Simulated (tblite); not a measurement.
C₃H₁₂OSi₃.
Bonds: C1–C2 (double), C2–C3, C2–Si4, Si4–Si5, Si5–O6, O6–Si7. Hydrogens: H8, H9 on C1; H10, H11, H12 on C3; H13, H14 on Si4; H15, H16 on Si5; H17, H18, H19 on Si7.

Computed with GFN2-xTB (tblite), gas phase: Langevin dynamics at 300 K from the optimised GFN2-xTB geometry, time step 0.5 fs, friction 0.01 fs⁻¹, 2000 steps. The instantaneous temperature is 2·E(kin)/(3Nk) with all 3N coordinates.

| t (fs) | T (K) | E(pot) above start (eV) | C1=C2 (Å) | C2–C3 (Å) | C2–Si4 (Å) | Si4–Si5 (Å) | Si5–O6 (Å) | C1–H8 (Å) | C1–C2–Si4–Si5 (°) |
| --- | --- | --- | --- | --- | --- | --- | --- | --- | --- |
| 0 | 244 | 0.000 | 1.326 | 1.497 | 1.894 | 2.301 | 1.627 | 1.079 | -2 |
| 25 | 150 | 0.233 | 1.337 | 1.491 | 1.920 | 2.244 | 1.607 | 1.052 | -7 |
| 50 | 174 | 0.348 | 1.337 | 1.504 | 1.858 | 2.366 | 1.587 | 1.107 | -6 |
| 75 | 126 | 0.349 | 1.308 | 1.493 | 1.925 | 2.289 | 1.688 | 1.069 | -20 |
| 100 | 221 | 0.416 | 1.331 | 1.499 | 1.889 | 2.270 | 1.630 | 1.072 | -16 |
| 125 | 218 | 0.555 | 1.360 | 1.536 | 1.869 | 2.361 | 1.682 | 1.079 | -19 |
| 150 | 250 | 0.340 | 1.320 | 1.518 | 1.888 | 2.315 | 1.599 | 1.097 | -10 |
| 175 | 249 | 0.444 | 1.297 | 1.485 | 1.926 | 2.259 | 1.597 | 1.085 | -7 |
| 200 | 300 | 0.351 | 1.335 | 1.530 | 1.903 | 2.351 | 1.638 | 1.070 | -11 |
| 225 | 222 | 0.488 | 1.340 | 1.485 | 1.877 | 2.318 | 1.624 | 1.070 | 2 |
| 250 | 225 | 0.544 | 1.296 | 1.477 | 1.980 | 2.291 | 1.648 | 1.122 | 4 |
| 275 | 249 | 0.522 | 1.296 | 1.494 | 1.950 | 2.414 | 1.631 | 1.067 | 6 |
| 300 | 224 | 0.490 | 1.336 | 1.514 | 1.890 | 2.299 | 1.668 | 1.094 | 21 |
| 325 | 276 | 0.586 | 1.364 | 1.476 | 1.867 | 2.236 | 1.624 | 1.076 | 13 |
| 350 | 221 | 0.883 | 1.345 | 1.455 | 1.927 | 2.335 | 1.659 | 1.081 | 21 |
| 375 | 346 | 0.552 | 1.324 | 1.505 | 1.902 | 2.259 | 1.616 | 1.089 | 40 |
| 400 | 265 | 0.710 | 1.313 | 1.529 | 1.873 | 2.330 | 1.650 | 1.082 | 35 |
| 425 | 329 | 0.659 | 1.351 | 1.526 | 1.897 | 2.378 | 1.615 | 1.045 | 20 |
| 450 | 400 | 0.817 | 1.351 | 1.529 | 1.844 | 2.204 | 1.606 | 1.091 | 7 |
| 475 | 440 | 0.629 | 1.314 | 1.507 | 1.884 | 2.320 | 1.637 | 1.106 | 14 |
| 500 | 349 | 0.818 | 1.325 | 1.572 | 1.884 | 2.415 | 1.617 | 1.073 | 9 |
| 525 | 333 | 0.900 | 1.338 | 1.564 | 1.927 | 2.287 | 1.641 | 1.092 | -2 |
| 550 | 324 | 1.018 | 1.321 | 1.466 | 1.923 | 2.390 | 1.683 | 1.065 | -5 |
| 575 | 387 | 0.614 | 1.333 | 1.441 | 1.941 | 2.370 | 1.610 | 1.076 | 0 |
| 600 | 363 | 0.744 | 1.344 | 1.468 | 1.901 | 2.207 | 1.620 | 1.097 | -8 |
| 625 | 277 | 0.727 | 1.342 | 1.479 | 1.904 | 2.397 | 1.598 | 1.106 | -13 |
| 650 | 394 | 0.804 | 1.317 | 1.496 | 1.915 | 2.242 | 1.641 | 1.058 | -12 |
| 675 | 458 | 0.812 | 1.336 | 1.500 | 1.911 | 2.335 | 1.643 | 1.106 | -17 |
| 700 | 322 | 0.953 | 1.331 | 1.520 | 1.849 | 2.469 | 1.596 | 1.052 | -17 |
| 725 | 255 | 0.869 | 1.325 | 1.587 | 1.871 | 2.319 | 1.710 | 1.093 | -13 |
| 750 | 270 | 0.846 | 1.337 | 1.524 | 1.877 | 2.298 | 1.590 | 1.113 | -14 |
| 775 | 404 | 0.670 | 1.336 | 1.523 | 1.878 | 2.327 | 1.640 | 1.042 | -30 |
| 800 | 433 | 0.533 | 1.331 | 1.517 | 1.868 | 2.242 | 1.623 | 1.098 | -22 |
| 825 | 329 | 0.900 | 1.313 | 1.501 | 1.905 | 2.345 | 1.661 | 1.102 | -13 |
| 850 | 367 | 0.837 | 1.357 | 1.459 | 1.966 | 2.339 | 1.629 | 1.041 | -18 |
| 875 | 407 | 0.887 | 1.353 | 1.437 | 1.879 | 2.279 | 1.607 | 1.067 | -18 |
| 900 | 356 | 0.784 | 1.316 | 1.487 | 1.900 | 2.288 | 1.645 | 1.106 | -5 |
| 925 | 352 | 0.834 | 1.318 | 1.555 | 1.915 | 2.287 | 1.671 | 1.098 | 6 |
| 950 | 296 | 0.694 | 1.353 | 1.539 | 1.869 | 2.292 | 1.682 | 1.072 | 5 |
| 975 | 255 | 0.861 | 1.357 | 1.483 | 1.911 | 2.342 | 1.559 | 1.076 | 22 |
| 1000 | 345 | 0.797 | 1.338 | 1.512 | 1.937 | 2.324 | 1.608 | 1.085 | 17 |

Task: From 500 fs on, how do temperature and potential energy compare with equipartition?

Result: The mean temperature of these 21 frames is 346 K against the target 300 K, and the mean potential energy 0.80 eV against 51 × kT/2 = 0.66 eV for 51 classical harmonic modes. For 19 atoms in a canonical ensemble the temperature itself scatters by T·√(2/(3N)) = 56 K; here its standard deviation is 55 K. The whole run lasts only 10 friction times of 100 fs, so these averages carry a wide statistical error.

Task: What are the kinetic and total energies of the listed frame with the highest potential energy?

Result: The one at 550 fs, 1.018 eV above the start. Its kinetic energy is 3NkT/2 = 0.796 eV at 324 K, so the sum is 1.81 eV; over the listed frames the sum runs from 0.60 to 1.94 eV, since the thermostat adds and removes energy.

Task: How much do the listed bonds fluctuate from 500 fs on?

Result: 
| bond | at the start (Å) | mean (Å) | standard deviation (Å) |
| --- | --- | --- | --- |
| C1=C2 | 1.326 | 1.334 | 0.013 |
| C2–C3 | 1.497 | 1.506 | 0.041 |
| C2–Si4 | 1.894 | 1.901 | 0.028 |
| Si4–Si5 | 2.301 | 2.324 | 0.061 |
| Si5–O6 | 1.627 | 1.632 | 0.035 |
| C1–H8 | 1.079 | 1.082 | 0.021 |

The motion is classical and holds no zero-point motion.

What follows is the cost of the whole dynamics run. Time: 30 s wall; peak memory 0.18 GiB. Hardware: an Arm Neoverse N1 with one thread, no GPU, on a shared host.
